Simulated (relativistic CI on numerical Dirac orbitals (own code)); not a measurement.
Hyperfine structure of V13+, mass number 50

Computed by Dirac-Coulomb-Breit CI, separate exchange-only KLI orbitals for each configuration, model QED (radiative potential, 1s self-energy scaled to tabulated hydrogen-like ionisation energies), unscaled Slater integrals (own radial code, finite nucleus).

CI space (outside the closed core 1s2): 2s2.2p6, 2s2.2p5.3s, 2s2.2p5.3p, 2s2.2p5.3d, 2s.2p6.3s, 2s.2p6.3p, 2s.2p6.3d, 2s2.2p5.4s, 2s2.2p5.4p, 2s2.2p5.4d, 2s2.2p5.4f, 2s2.2p4.3s2, 2s.2p6.4s, 2s2.2p4.3s.3p, 2s.2p6.4p, 2s.2p6.4d. Levels of other configurations are missing.

Nuclear spin I = 6, μ = 3.3442 μN, Q = 0.21 b (tables of Stone and Pyykkö). The electronic factors are computed for point nuclear moments, without core polarisation or the Bohr-Weisskopf and QED corrections.

| Level | E (eV) | A (MHz) | B (MHz) |
| --- | --- | --- | --- |
| 2s2.2p5.3s 3P°_2 | 518.557 | 15760 | -6430 |
| 2s2.2p5.3s 3P°_1 | 520.133 | 3592 | -1310 |
| 2s2.2p5.3s 1P°_1 | 526.864 | 40940 | -1900 |
| 2s2.2p5.3p 3D_2 | 546.467 | 9541 | -6130 |
| 2s2.2p5.3p 3D_3 | 546.995 | 5602 | -5100 |
| 2s2.2p5.3p 3P_2 | 549.464 | 5657 | -541 |
| 2s2.2p5.3p 3D_1 | 553.311 | 27110 | 1020 |
| 2s2.2p5.3p 3P_1 | 555.299 | -6431 | 843 |

Levels with J = 0, under 50 % of one LS term, or S terms without an open s electron are left out. Small factors come from cancelling terms and can be off by tens of per cent or more.

At this charge energies of transitions that change n are usually good to better than 1 %, and those within a shell (Δn = 0) to a few per cent.

Problem. Give the hyperfine levels of 2s2.2p5.3s 3P°_2 relative to its centre of gravity.

Solution. With K = F(F + 1) − I(I + 1) − J(J + 1), E = AK/2 + B[¾K(K + 1) − I(I + 1)J(J + 1)]/[2I(2I − 1)J(2J − 1)]: F = 4: -223300, F = 5: -141700, F = 6: -45430, F = 7: 64660, F = 8: 187600 MHz.

LS names give the leading component of a level, which can be under half, so a name can repeat, a term be missing and a line seem to break the LS rules.
